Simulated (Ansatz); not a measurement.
Energy needed to pull apart AlNH2Te, closed shell, into free ground-state atoms, from the structure below (displaced at random from a GFN2-xTB minimum); no zero-point or spin–orbit terms; open-shell atoms are treated unrestricted, in their ground-state multiplicity.

```
atom    x (Å)    y (Å)    z (Å)
  N1  -0.6978  -0.5080  -0.4759
 Al2   0.4310   0.9156   0.0270
 Te3   0.7684  -1.6984   1.0603
  H4  -1.8578  -1.0507  -0.6248
  H5   0.8389   1.9664   0.0058
```

Program: Ansatz 0.2.0. Basis: def2-TZVPP. Cores are frozen in the correlated methods. Filled d shells of the heavier atoms are correlated. Core potentials replace the inner electrons of the atoms past krypton. The def2 sets are not built for correlating such inner shells, so the correlated values are less sure here.

| method | atomization energy (eV) |
| --- | --- |
| PBE-D4 | 9.39 |
| revPBE-D4 | 8.96 |
| r2SCAN-D4 | 8.73 |
| PBE0-D4 | 8.52 |
| r2SCANh-D4 | ? |
| wB97M-V | 8.62 |
| HF | ? |
| MP2 | 8.53 |
| CCSD | 7.62 |
| CCSD(T) | 8.20 |

Problem. What does HF give? (To be estimated.)

Solution. The calculation gives: 2.45 eV, which is about 5.75 eV less than CCSD(T)/def2-TZVPP.

Problem. What does r2SCANh-D4 give? (Judge from chemistry; the value comes from the calculation.)

Solution. The calculation gives: 8.45 eV, which is about 0.25 eV more than CCSD(T)/def2-TZVPP.

In triple zeta the MP2 and coupled-cluster atomization energies are still short of their basis limit by a few kcal/mol a bond, whereas those of the functionals are nearly converged, so these differences are not deviations from converged CCSD(T).

The T1 diagnostic stays at or below 0.020. The restricted Hartree–Fock reference is unstable towards an unrestricted one here.

For scale, one of the runs: CCSD(T)/def2-TZVPP forces, 151 basis functions (an equivalent command: `ansatz run in.yaml --threads 4`). Hardware: 4 CPU threads, shared host. Wall time 47 s; peak host memory 2 GiB.
